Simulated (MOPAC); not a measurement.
Input for MOPAC: PM7 on CH8OSi (a complex), monomers drawn apart or pushed together.

```
PM7 1SCF PRECISE CHARGE=0 THREADS=1
CH8OSi

C      0.02095984 1    -0.15893327 1     0.04741754 1
H     -0.12485718 1     0.64920731 1     0.76244845 1
H     -0.36763534 1    -1.08751784 1     0.46417311 1
H     -0.50721132 1     0.07055819 1    -0.87726647 1
H      1.08409483 1    -0.27439189 1    -0.16105996 1
O     -0.02805855 1     1.35180882 1     3.88889348 1
Si    -0.11340056 1    -0.22919733 1     4.36797235 1
H      0.74553985 1     1.86340623 1     4.13668492 1
H      1.00529835 1    -1.03080239 1     3.81477173 1
H     -1.39961207 1    -0.73701310 1     3.85422499 1
H     -0.07684098 1    -0.34805200 1     5.84699238 1
```

The log:

```
*******************************************************************************
 **                                                                           **
 **                              MOPAC v23.2.5                                **
 **                                                                           **
 *******************************************************************************
 ** MOPAC's Digital Object Identifier: https://doi.org/10.5281/zenodo.6511958 **
 **                                                                           **
 ** Please cite the open-source release paper for use of this MOPAC version:  **
 ** J. E. Moussa and J. J. P. Stewart (2026)                                  **
 ** MOPAC: An open-source semiempirical molecular orbital program             **
 ** J. Open Source Softw., 11(119), 8025, https://doi.org/10.21105/joss.08025 **
 *******************************************************************************

                              PM7 CALCULATION RESULTS

 *******************************************************************************
 *  PM7        - The PM7 Hamiltonian to be used
 *
 *
 *
 *                 CHARGE ON SYSTEM = 0
 *
 *
 *
 *  PRECISE    - TIGHTER CRITERIA TO BE USED
 *  1SCF       - DO 1 SCF AND THEN STOP
 *  THREADS=1  - MULTI-THREADING NOT USED
 *  T=         - A TIME OF 172800.0 SECONDS REQUESTED
 *  DUMP=N     - RESTART FILE WRITTEN EVERY 7200.0 SECONDS REQUESTED
 *******************************************************************************
PM7 1SCF PRECISE CHARGE=0 THREADS=1
 CH8OSi

   ATOM   CHEMICAL          X               Y               Z
  NUMBER   SYMBOL      (ANGSTROMS)     (ANGSTROMS)     (ANGSTROMS)

     1       C          0.02095984  *  -0.15893327  *   0.04741754  *
     2       H         -0.12485718  *   0.64920731  *   0.76244845  *
     3       H         -0.36763534  *  -1.08751784  *   0.46417311  *
     4       H         -0.50721132  *   0.07055819  *  -0.87726647  *
     5       H          1.08409483  *  -0.27439189  *  -0.16105996  *
     6       O         -0.02805855  *   1.35180882  *   3.88889348  *
     7      Si         -0.11340056  *  -0.22919733  *   4.36797235  *
     8       H          0.74553985  *   1.86340623  *   4.13668492  *
     9       H          1.00529835  *  -1.03080239  *   3.81477173  *
    10       H         -1.39961207  *  -0.73701310  *   3.85422499  *
    11       H         -0.07684098  *  -0.34805200  *   5.84699238  *



          CARTESIAN COORDINATES

    NO.       ATOM           X           Y           Z

     1         C          0.0210     -0.1589      0.0474
     2         H         -0.1249      0.6492      0.7624
     3         H         -0.3676     -1.0875      0.4642
     4         H         -0.5072      0.0706     -0.8773
     5         H          1.0841     -0.2744     -0.1611
     6         O         -0.0281      1.3518      3.8889
     7        Si         -0.1134     -0.2292      4.3680
     8         H          0.7455      1.8634      4.1367
     9         H          1.0053     -1.0308      3.8148
    10         H         -1.3996     -0.7370      3.8542
    11         H         -0.0768     -0.3481      5.8470

 General Reference for PM7:
 "Optimization of Parameters for Semiempirical Methods VI: More Modifications to the
 NDDO Approximations and Re-optimization of Parameters", J. J. P. Stewart, J. Mol. Mod., 1:32, 19 (2013)
 https://link.springer.com/article/10.1007/s00894-012-1667-x

           Empirical Formula: C H8 O Si  =    11 atoms



      MOLECULAR POINT GROUP   :   C1


      RHF CALCULATION, NO. OF DOUBLY OCCUPIED LEVELS = 11


 -------------------------------------------------------------------------------
 PM7 1SCF PRECISE CHARGE=0 THREADS=1
 CH8OSi



     1SCF WAS SPECIFIED, SO BFGS WAS NOT USED
     SCF FIELD WAS ACHIEVED


                              PM7 CALCULATION
                                                       MOPAC v23.2.5 Linux




          FINAL HEAT OF FORMATION =        -84.32613 KCAL/MOL =    -352.82054 KJ/MOL


          COSMO AREA              =        132.07 SQUARE ANGSTROMS
          COSMO VOLUME            =        116.59 CUBIC ANGSTROMS

          IONIZATION POTENTIAL    =         11.674293 EV
          HOMO LUMO ENERGIES (EV) =        -11.674  1.080
          NO. OF FILLED LEVELS    =         11
          MOLECULAR WEIGHT        =         64.1591         POINT GROUP:  C1

          MOLECULAR DIMENSIONS (Angstroms)

            Atom       Atom       Distance
            H    11    H     4     6.75101
            H     8    H    10     3.37308
            H     9    O     6     2.30195


          SCF CALCULATIONS        =          1





   ATOM   CHEMICAL          X               Y               Z
  NUMBER   SYMBOL      (ANGSTROMS)     (ANGSTROMS)     (ANGSTROMS)

     1       C          0.02095984  *  -0.15893327  *   0.04741754  *
     2       H         -0.12485718  *   0.64920731  *   0.76244845  *
     3       H         -0.36763534  *  -1.08751784  *   0.46417311  *
     4       H         -0.50721132  *   0.07055819  *  -0.87726647  *
     5       H          1.08409483  *  -0.27439189  *  -0.16105996  *
     6       O         -0.02805855  *   1.35180882  *   3.88889348  *
     7      Si         -0.11340056  *  -0.22919733  *   4.36797235  *
     8       H          0.74553985  *   1.86340623  *   4.13668492  *
     9       H          1.00529835  *  -1.03080239  *   3.81477173  *
    10       H         -1.39961207  *  -0.73701310  *   3.85422499  *
    11       H         -0.07684098  *  -0.34805200  *   5.84699238  *

                             CARTESIAN COORDINATES

   1    C        0.020959840    -0.158933270     0.047417540
   2    H       -0.124857180     0.649207310     0.762448450
   3    H       -0.367635340    -1.087517840     0.464173110
   4    H       -0.507211320     0.070558190    -0.877266470
   5    H        1.084094830    -0.274391890    -0.161059960
   6    O       -0.028058550     1.351808820     3.888893480
   7   Si       -0.113400560    -0.229197330     4.367972350
   8    H        0.745539850     1.863406230     4.136684920
   9    H        1.005298350    -1.030802390     3.814771730
  10    H       -1.399612070    -0.737013100     3.854224990
  11    H       -0.076840980    -0.348052000     5.846992380


           Empirical Formula: C H8 O Si  =    11 atoms



      MOLECULAR POINT GROUP   :   C1


                  EIGENVALUES
 -29.44318 -24.74486 -18.33876 -16.80540 -13.79289 -13.58323 -13.53193 -13.51615
 -13.44875 -12.20957 -11.67429   1.07959   2.43441   2.44090   5.30493   6.04615
   6.05794   6.15515   7.56733   7.81931  21.62874  21.92149  22.53308  22.86607
  23.77113


              NET ATOMIC CHARGES AND DIPOLE CONTRIBUTIONS

  ATOM NO.   TYPE          CHARGE      No. of ELECS.   s-Pop       p-Pop       d-Pop
    1          C          -0.605305        4.6053     1.04706     3.55824
    2          H           0.160835        0.8392     0.83917
    3          H           0.147711        0.8523     0.85229
    4          H           0.149916        0.8501     0.85008
    5          H           0.147474        0.8525     0.85253
    6          O          -0.703124        6.7031     1.74233     4.96080
    7         Si           0.199610        3.8004     0.91256     2.69191     0.19592
    8          H           0.367179        0.6328     0.63282
    9          H           0.037478        0.9625     0.96252
   10          H           0.060201        0.9398     0.93980
   11          H           0.038026        0.9620     0.96197
 DIPOLE           X         Y         Z       TOTAL
 POINT-CHG.     1.048    -1.913     1.254     2.515
 HYBRID         0.244     1.148    -0.275     1.206
 SUM            1.292    -0.764     0.978     1.791


          ATOMIC ORBITAL ELECTRON POPULATIONS

     Atom    s        px        py        pz      x^2-y^2     xz        z^2       yz        xy
    1  C   1.04706   1.18172   1.18929   1.18723
    2  H   0.83917
    3  H   0.85229
    4  H   0.85008
    5  H   0.85253
    6  O   1.74233   1.58724   1.52889   1.84467
    7 Si   0.91256   1.06828   0.60433   1.01930   0.04470   0.01039   0.04609   0.04321   0.05152
    8  H   0.63282
    9  H   0.96252
   10  H   0.93980
   11  H   0.96197

 **********************
 *                    *
 * JOB ENDED NORMALLY *
 *                    *
 **********************




 == MOPAC DONE ==
```

The run finished.

Cost: very roughly 0.03 core-seconds.
